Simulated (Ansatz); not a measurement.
A nudged elastic band was laid between two geometries of CH$_{6}$ClFGeOSi (12 atoms, charge 0, multiplicity 1).

The calculation used RKS B3LYP/def2-SVP (Ansatz 0.2.0).

- movable images: 5
- climbing image: yes
- spring: 20.0 eV/Å²
- optimiser: quadratic models (default)
- start path: IDPP
- force threshold: 0.05 eV/Å
- iteration limit: 29
- end points: relaxed

Image 0:

```xyz
12
Properties=species:S:1:pos:R:3
O -0.689 -1.279 -1.360
Ge 0.905 -1.062 -0.600
F 1.163 -2.453 0.434
C 0.698 0.521 0.507
Si -1.067 1.184 0.589
Cl -1.066 2.832 1.879
H -0.802 -2.093 -1.869
H 2.051 -1.110 -1.628
H 1.032 0.252 1.523
H 1.372 1.313 0.141
H -1.996 0.176 1.155
H -1.523 1.664 -0.738
```

Image 6:

```xyz
12
Properties=species:S:1:pos:R:3
O -0.485 -2.086 -0.444
Ge 1.018 -1.170 -0.242
F 1.754 -1.660 1.270
C 0.710 0.762 -0.061
Si -1.086 1.295 0.029
Cl -2.058 0.170 1.514
H -1.141 -1.884 0.240
H 1.944 -1.617 -1.378
H 1.238 1.081 0.853
H 1.187 1.275 -0.915
H -1.794 1.055 -1.254
H -1.210 2.724 0.422
```

Task: Which bonds break or form, and what moves?

Result: No bond is made or broken. The dihedral Ge2–C4–Si5–H11 goes from 60 to -67°.

Task: What energy profile does the band end with?

Result: The forces met the threshold. The highest image is number 3 of 0 to 6, 0.129 eV above the first end and 0.146 eV above the last; the last end lies 0.017 eV below the first. The order of the stationary point at the top wasn't checked.

| image | path coordinate (Å) | energy (eV) | dihedral Ge2–C4–Si5–H11 (°) |
| --- | --- | --- | --- |
| 0 | 0.00 | 0.000 | 60 |
| 1 | 1.07 | 0.028 | 38 |
| 2 | 2.15 | 0.109 | 17 |
| 3 | 3.23 | 0.129 | -9 |
| 4 | 4.53 | 0.106 | -42 |
| 5 | 5.83 | 0.055 | -59 |
| 6 | 7.13 | -0.017 | -67 |

Task: What is the geometry of the highest image?

Result: 
```xyz
12
Properties=species:S:1:pos:R:3:forces:R:3
O -0.239 -1.957 -1.287 0.01 0.02 0.01
Ge 1.038 -1.156 -0.351 -0.02 0.03 -0.01
F 1.076 -1.907 1.230 -0.02 0.00 0.00
C 0.667 0.741 -0.033 0.00 -0.03 0.00
Si -1.116 1.180 0.405 0.00 -0.01 0.00
Cl -1.251 1.767 2.397 0.01 0.00 0.00
H -1.110 -1.919 -0.868 0.01 -0.02 0.00
H 2.348 -1.484 -1.074 0.01 0.00 0.00
H 1.334 1.077 0.778 0.00 0.01 -0.01
H 0.957 1.291 -0.944 0.00 0.00 0.00
H -2.025 0.013 0.225 0.01 0.01 0.00
H -1.601 2.299 -0.445 0.00 0.00 0.00
```

The run took 13 min on 2 threads of Arm Neoverse V1, with other jobs on the host, peak memory 0.41 GiB.
